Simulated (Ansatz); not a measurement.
Basis-set extrapolation for `NC[SiH2]P` (PBE0-D4/def2-TZVP geometry, frozen core, Ansatz 0.2.0). Multiplicity 1, RHF reference.

```json
{"": "HF", "def2-TZVPP": "-726.698924", "def2-QZVPP": "-726.722560"}
{"": "MP2 correlation", "def2-TZVPP": "-0.678320", "def2-QZVPP": "-0.726516"}
{"": "CCSD(T) correlation", "def2-TZVPP": "-0.766001", "def2-QZVPP": "not run"}
```

Energies in hartree. Use E(X) = E(∞) + A·exp(−7.88·√X) for Hartree–Fock and E(X) = E(∞) + B·X^(−2.97) for correlation, with X = 3 and 4, and add CCSD(T) minus MP2 of the smaller set to the MP2 limit.

**Question.** What is the CCSD(T) energy at the basis-set limit?

**Answer.** HF limit: -726.722560 + (-0.023636) × 0.13774 = -726.72582. MP2 limit: -0.726516 + (-0.048196) × 0.74074 = -0.76222. Higher-order term: -0.766001 − (-0.678320) = -0.08768. Total: -727.57572 hartree, 290.9 kJ/mol below CCSD(T)/def2-TZVPP.
